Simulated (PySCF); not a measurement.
**Deuteron quadrupole couplings in `CC=C=CC1CCC1`**

Compound: C8H12.
SMILES with atom numbers: `[CH3:1][CH:2]=[C:3]=[CH:4][CH:5]1[CH2:6][CH2:7][CH2:8]1` (hydrogens: H9, H10, H11 on C1; H12 on C2; H13 on C4; H14 on C5; H15, H16 on C6; H17, H18 on C7; H19, H20 on C8)

Cartesian coordinates in Å at the GFN2-xTB level; atoms count from 1:
```xyz
20
C8H12 angstrom
C      3.7189   -0.0117   -0.5130
C      2.5821   -0.9870   -0.5975
C      1.3401   -0.6492   -0.7588
C      0.0991   -0.2917   -0.8907
C     -0.8205   -0.0187    0.2549
C     -1.5947    1.3168    0.2093
C     -2.8971    0.5598    0.5041
C     -2.1712   -0.7675    0.2433
H      3.3564    1.0106   -0.5854
H      4.2458   -0.1348    0.4330
H      4.4286   -0.1945   -1.3198
H      2.8535   -2.0342   -0.5269
H     -0.3349   -0.1834   -1.8782
H     -0.2867   -0.1520    1.1971
H     -1.2931    2.0627    0.9416
H     -1.5825    1.7703   -0.7802
H     -3.2221    0.6663    1.5370
H     -3.7363    0.7824   -0.1520
H     -2.2902   -1.5390    1.0011
H     -2.4003   -1.1945   -0.7317
```

Level: PBE0/pcSseg-1 (PySCF, non-relativistic); Q(2H) = 0.00286 b; rigid geometry, the same for H and D, with no vibrational averaging.

Question: Rank these positions by the coupling χzz of a deuteron there, largest first.
A. H11 (methyl hydrogen)
B. H14 (methine hydrogen)
C. H12 (hydrogen on carbon)

Answer: C (218 kHz), A (209 kHz), B (204 kHz).

Question: Tabulate Vzz, the asymmetry η and χzz = 234.96 MHz × Q × Vzz for every hydrogen position.

Answer: 
| atom | bonded to | bond length (Å) | Vzz (au) | η | χzz (kHz) |
| --- | --- | --- | --- | --- | --- |
| H9 | C1 | 1.087 | 0.3135 | 0.03 | 211 |
| H10 | C1 | 1.090 | 0.3110 | 0.02 | 209 |
| H11 | C1 | 1.090 | 0.3108 | 0.02 | 209 |
| H12 | C2 | 1.084 | 0.3242 | 0.07 | 218 |
| H13 | C4 | 1.084 | 0.3239 | 0.07 | 218 |
| H14 | C5 | 1.091 | 0.3034 | 0.04 | 204 |
| H15 | C6 | 1.088 | 0.3155 | 0.00 | 212 |
| H16 | C6 | 1.089 | 0.3120 | 0.01 | 210 |
| H17 | C7 | 1.088 | 0.3140 | 0.01 | 211 |
| H18 | C7 | 1.088 | 0.3146 | 0.00 | 211 |
| H19 | C8 | 1.088 | 0.3153 | 0.00 | 212 |
| H20 | C8 | 1.089 | 0.3117 | 0.01 | 209 |

The structure is a single GFN2-xTB conformer in the gas phase; no vibrational or solvent corrections. GFN2-xTB bond lengths can be off by several hundredths of an ångström, more for odd bonds, and the gradients follow them. The small basis limits the accuracy of the gradients.
